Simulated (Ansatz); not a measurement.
`C[S][Ti]([OH])([Cl])[Cl]` and `[NH2][Ti]([OH])([Cl])[Cl]` differ in one atom or group.

Ansatz, PBE0-D4/def2-TZVP geometries, multiplicity 1. Each molecule was computed in one conformer, which needn't be the lowest.

Scalar relativity is left out up to krypton.

```csv
property,`C[S][Ti]([OH])([Cl])[Cl]`
HOMO energy (ωB97M-V/def2-TZVPP) / eV,-9.57
LUMO energy (PBE0/def2-TZVPP) / eV,-2.72
size of the dipole moment (B3LYP/def2-TZVPP) / D,1.19
LUMO energy (PBE/def2-TZVPP) / eV,-3.62
size of the dipole moment (PBE/def2-TZVPP) / D,1.19
LUMO energy (B3LYP/def2-TZVPP) / eV,-2.95
```

(1) Give the same properties after the change, and the shifts. (Best estimate.)

Results:

(1) The calculation gave: 
| property | `[NH2][Ti]([OH])([Cl])[Cl]` | shift |
| --- | --- | --- |
| HOMO energy (ωB97M-V/def2-TZVPP) / eV | -10.36 | -0.79 |
| LUMO energy (PBE0/def2-TZVPP) / eV | -2.52 | 0.20 |
| size of the dipole moment (B3LYP/def2-TZVPP) / D | 2.91 | 1.72 |
| LUMO energy (PBE/def2-TZVPP) / eV | -3.47 | 0.15 |
| size of the dipole moment (PBE/def2-TZVPP) / D | 2.91 | 1.72 |
| LUMO energy (B3LYP/def2-TZVPP) / eV | -2.78 | 0.17 |

With PBE0 the HOMO falls by 0.64 eV and the LUMO rises by 0.20 eV, so the gap widens by about 0.84 eV. PBE moves the HOMO by -0.43 eV and ωB97M-V by -0.79 eV. Dipoles are sizes alone; their direction can turn.

B3LYP here is the variant with VWN-RPA as its local correlation; programs differ in this.
